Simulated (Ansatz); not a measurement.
C₂H₈O₂Si, SMILES C([Si@@H](O)C)O.

The structure is a stationary point at B3LYP-D3(BJ)/def2-SVP. The structure was generated by enumeration; whether it is a known compound was not checked. Other conformers were not sampled.

Two levels are set side by side: PBE/def2-TZVPD (Ansatz, a first-principles code) and CAM-B3LYP/def2-TZVPD (Ansatz). Energy differences of separate SCF runs at the same geometry; the states with an electron removed or added have multiplicity 2 and 2. Differences are taken from unrounded values.

| quantity | PBE |
|---|---|
| vertical ionisation energy (eV) | 9.19 |
| vertical singlet–triplet gap (eV) | 5.50 |

Q: These are the PBE values. What does CAM-B3LYP give? (The exact figures need the calculation; the answer reports its results.)

A: 
```
quantity                           CAM-B3LYP  PBE minus CAM-B3LYP
---------------------------------  ---------  -------------------
vertical ionisation energy (eV)         9.74                -0.55
vertical singlet–triplet gap (eV)       6.28                -0.78
```
